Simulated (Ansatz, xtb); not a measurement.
## Two isomers of C5H5FO

We compare I, `O=C1C=C(F)CC1`, a singlet, with II, `O=C1C=C[C@H](F)C1`, a singlet. Both are isolated molecules in the gas phase, relaxed with r2SCAN-D4/def2-SVP; the shapes shown needn't be the lowest conformers.

I (Å):

```xyz
12

C    -0.2817    0.4368    0.8588
C     0.0658   -0.9703    1.1307
C    -0.1767   -1.6835    0.0144
C    -0.7061   -0.9102   -1.1482
C    -0.7817    0.5200   -0.5961
F     0.0124   -2.9852   -0.1305
O    -0.1998    1.3765    1.6195
H     0.4506   -1.3431    2.0798
H    -1.6825   -1.3185   -1.4632
H    -0.0313   -1.0182   -2.0155
H    -1.8023    0.9342   -0.5995
H    -0.1509    1.2335   -1.1496
```

II (Å):

```xyz
12

C    -0.8395   -0.0406    1.1043
C     0.5540    0.2100    0.6489
C     0.7506   -0.3507   -0.5576
C    -0.4590   -1.1074   -1.0414
C    -1.5630   -0.7336   -0.0570
F    -0.7653   -0.7520   -2.3478
O    -1.3193    0.2454    2.1771
H     1.2749    0.7752    1.2438
H     1.6687   -0.3161   -1.1519
H    -0.2542   -2.1954   -1.0461
H    -2.1855   -1.5669    0.2997
H    -2.2283    0.0008   -0.5412
```

Energies in hartree; the thermal terms are from GFN2-xTB frequencies at re-optimised GFN2-xTB minima (ideal gas, soft modes damped towards free rotors, one conformer each, 298.15 K, 1 atm) and include the zero-point energy:

|  | I | II |
| --- | --- | --- |
| E, CCSD(T)/def2-SVP | −367.346047 | −367.340246 |
| E, MP2/def2-SVP | −367.268244 | −367.260848 |
| E, MP2/def2-TZVPP | −367.950991 | −367.944629 |
| zero-point energy | 0.087707 | 0.087230 |
| H(298 K) − E | 0.094699 | 0.094149 |
| G(298 K) − E | 0.057555 | 0.057126 |

**Question.** Correct the CCSD(T) difference for the basis set by the MP2 change, then work out ΔE, ΔE₀, ΔH and ΔG for I → II in kcal/mol (1 Eh = 627.51 kcal/mol) and the equilibrium ratio [II]/[I].

**Answer.** 1. Differences II − I: CCSD(T) +0.005801, MP2 in the small set +0.007396, MP2 in the large set +0.006362 Eh.
2. ΔE = +0.005801 + (+0.006362 − (+0.007396)) = +0.004767 Eh = +2.99 kcal/mol.
3. ΔE₀ = ΔE + ΔZPE = +0.004767 + (−0.000477) Eh = +2.69 kcal/mol.
4. ΔH = ΔE + (−0.000550) Eh = +2.65 kcal/mol.
5. ΔG = ΔE + (−0.000429) Eh = +2.72 kcal/mol, so ΔS = (ΔH − ΔG)/T = −1.1 J/(mol K).
6. kT = 0.9442 mEh, so K = [II]/[I] = exp(−ΔG/kT) = exp(−4.59) ≈ 0.01.

Structure I is favoured at this temperature. An error of 1 kcal/mol in ΔG would change K by a factor of 5.4. Mirror images and further conformers aren't counted.

As drawn, both hold the same kinds of bond in the same numbers.

Other levels gave ΔE = +5.7 (GFN2-xTB); +8.2 (HF/STO-3G, GFN2-xTB geometries); +6.9 (r2SCAN-D4/def2-SVP//GFN2-xTB); +6.8 (r2SCAN-D4/def2-SVP); +2.8 (HF/def2-SVP); +4.6 (MP2/def2-SVP); +3.6 (CCSD(T)/def2-SVP) kcal/mol. The correlated steps freeze 7 core orbitals. Programs: Ansatz 0.2.0, xtb 6.7.1.
